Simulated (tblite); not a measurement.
H$_{8}$Si$_{3}$, charge +1, doublet, geometry from GFN2-xTB (a state made from the parent by changing its charge; the spin is typed, not shown lowest); GFN1-xTB in tblite 0.6.0.

tblite was given this input:
```
$ tblite run mol.xyz --method gfn1 --charge 1 --spin 1 --spin-polarized --json tblite.json --no-restart

# file mol.xyz
11

Si     1.73006259     0.88617971    -0.01821925
Si     0.21430832    -1.03910606    -0.11847187
Si    -1.93611862     0.11291389     0.13212917
H      3.05494759     0.29289400    -0.13804698
H      1.35438441     1.72882927    -1.14918317
H      1.47531091     1.50967649     1.27664176
H      0.46584425    -2.03082472     0.92986925
H      0.32388443    -1.79829328    -1.36643948
H     -2.00324331     1.05008294    -0.98479523
H     -1.86962290     0.76938187     1.43401237
H     -2.91703742    -0.96157215     0.06180881
```

Output, abridged:

```
xTB calculator
 | screened Coulomb repulsion
 | Coulomb electrostatics
 |  * isotropic Klopman-Ohno-Mataga-Nishimoto electrostatics
 |  * onsite third-order electrostatics
 | DFT-D3(BJ) dispersion correction
 | Interactions (1)
 | [1] spin polarization

halogen bonding energy    0.0000000000000E+00 Eh
repulsion energy          8.1508930684568E-02 Eh
dispersion energy        -3.9561083583648E-03 Eh
interaction energy        0.0000000000000E+00 Eh
number of electrons       1.9000000000000E+01 e
integral cutoff           2.8146159136829E+01 bohr

------------------------------------------------------------
  cycle        total energy    energy error   density error
------------------------------------------------------------
      1     -9.320907297136  -9.3984601E+00   2.2666788E-01
      2     -9.357173615733  -3.6266319E-02   1.1984998E-01
      3     -9.358660346748  -1.4867310E-03   2.9637168E-02
      4     -9.359502127480  -8.4178073E-04   9.2371260E-03
      5     -9.359822955206  -3.2082773E-04   3.1448565E-03
      6     -9.359849170004  -2.6214798E-05   1.4889119E-03
      7     -9.359851548670  -2.3786662E-06   8.1175711E-04
      8     -9.359853346343  -1.7976729E-06   1.0995080E-04
      9     -9.359853387723  -4.1380227E-08   2.2352778E-05
     10     -9.359853387783  -6.0159877E-11   1.9880049E-05
------------------------------------------------------------

electronic energy        -9.4374062101095E+00 Eh
total energy             -9.3598533877833E+00 Eh

Post processing:
 | Mayer-Wiberg bond orders

[Info] JSON dump of results written to 'tblite.json'
```
